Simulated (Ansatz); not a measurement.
Consider the cleavage of the B–Si bond: `NB[SiH2]N` + `[SiH3][SeH]` → `NB[Se][SiH3]` + `N[SiH3]`.

Calculated with Ansatz (gas phase, PBE0-D4/def2-TZVP geometries, no zero-point term in ΔE). CCSD(T)/CBS adds triple-zeta CCSD(T) − MP2 to the extrapolated MP2 energy (def2 sets, frozen cores). This one scheme is used for every species. DFT in def2-TZVPP. B3LYP here is the variant with VWN-RPA as its local correlation; programs differ in this. For Se outer-core shells are correlated without core-valence functions, which leaves a few kJ/mol of doubt a bond. Scalar relativity is left out up to krypton. One conformer a species, not always the lowest.

Task: Is it downhill or uphill in electronic energy at CCSD(T)/CBS, and by how much? (Estimate.)

Result: Ansatz gave: Downhill: ΔE = -0.91 eV.

Task: What do these levels give: PBE-D4, r2SCAN-D4, PBE0-D4, B3LYP-D4, PBE0, HF/def2-TZVPP? (Estimate.)

Result: Computed: PBE-D4 -0.83, r2SCAN-D4 -0.90, PBE0-D4 -0.86, B3LYP-D4 -0.88, PBE0 -0.84, HF/def2-TZVPP -0.91 eV.

Largest T1 diagnostic among the species: 0.013.

From PBE to PBE0 (25 % exact exchange), in def2-TZVPP and without D4, ΔE moves by −0.04 eV. The D4 term adds −0.05 eV with B3LYP and −0.03 eV with PBE0; it sums over pairs of atoms, weighted by their polarisabilities, and B3LYP, whose exchange is more repulsive, gets the larger term.
